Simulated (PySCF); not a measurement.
s-indacene (C12H8), SMILES c12C=CC=c1cc1C=CC=c1c2.

Geometry: PBE-D3(BJ)/def2-SVP.

Calculation: PBE/def2-SVP (PySCF).

Symmetry labels are those of the subgroup D2h that the program uses (full group D2h).

Computed valence orbital energies around the gap with their symmetry:
```tsv
orbital	symmetry	energy (eV)
HOMO−7	B3g	-8.88
HOMO−6	B2g	-8.81
HOMO−5	B1u	-8.64
HOMO−4	Ag	-7.79
HOMO−3	B1g	-7.07
HOMO−2	B3u	-6.83
HOMO−1	Au	-5.21
HOMO	B2g	-4.80
LUMO	B1g	-3.80
LUMO+1	B3u	-1.49
LUMO+2	Au	0.81
LUMO+3	B2g	0.89
```
